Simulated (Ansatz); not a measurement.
Consider the redistribution: `C[SiH2]B(F)Cl` + `[CH3][SnH2][SiH2]O` → `O[SiH2]B(F)Cl` + `C[SiH2][SnH2][CH3]`.

Isolated molecules relaxed with PBE0-D4/def2-TZVP in Ansatz; ΔE leaves out vibrations. CCSD(T)/CBS is the MP2 limit (def2-TZVPP, def2-QZVPP) plus CCSD(T) − MP2 in def2-TZVPP, frozen cores. DFT in def2-TZVPP. Elements past krypton have def2 core potentials. For Sn outer-core shells are correlated without core-valence functions, which leaves a few kJ/mol of doubt a bond. Each species was taken in one conformer, which may not be the lowest.

```json
{"level": "PBE-D4", "ΔE (eV)": "-0.03"}
{"level": "ωB97X-V", "ΔE (eV)": "-0.04"}
{"level": "ωB97M-V", "ΔE (eV)": "-0.04"}
{"level": "r2SCAN", "ΔE (eV)": "-0.04"}
```

What does CCSD(T)/CBS give? (An estimate is asked.)

Computed: -0.05 eV. The listed levels differ from it by 0.02, 0.01, 0.01, 0.01 eV.

Largest T1 diagnostic among the species: 0.013.
